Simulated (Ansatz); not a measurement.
Consider the ligand exchange at the In–C bond: `N#[C][InH2]` + HI → `[InH2][I]` + `C#N`.

Isolated molecules relaxed with PBE0-D4/def2-TZVP in Ansatz; ΔE leaves out vibrations. CBS: MP2 limit from def2 TZ/QZ plus the TZ coupled-cluster correction, frozen cores. This one scheme is used for every species. def2 core potentials past Kr. For I, In outer-core shells are correlated without core-valence functions, which leaves a few kJ/mol of doubt a bond.

| species | CCSD(T)/CBS(def2) energy (Eh) |
| --- | --- |
| `N#[C][InH2]` | -283.72690 |
| HI | -298.03592 |
| `[InH2][I]` | -488.48444 |
| `C#N` | -93.32098 |

Question: Work out ΔE.

Answer: ΔE = (-488.48444) + (-93.32098) − (-283.72690) − (-298.03592) = -0.04260 Eh = -1.16 eV.

Largest T1 diagnostic among the species: 0.015.

From BLYP to BHLYP (50 % exact exchange), in def2-TZVPP and without D4, ΔE moves by −0.05 eV. In def2-TZVPP, CCSD(T) changes the Hartree–Fock value by +0.16 eV (the triples alone add +0.01 eV) and MP2 by +0.08 eV.
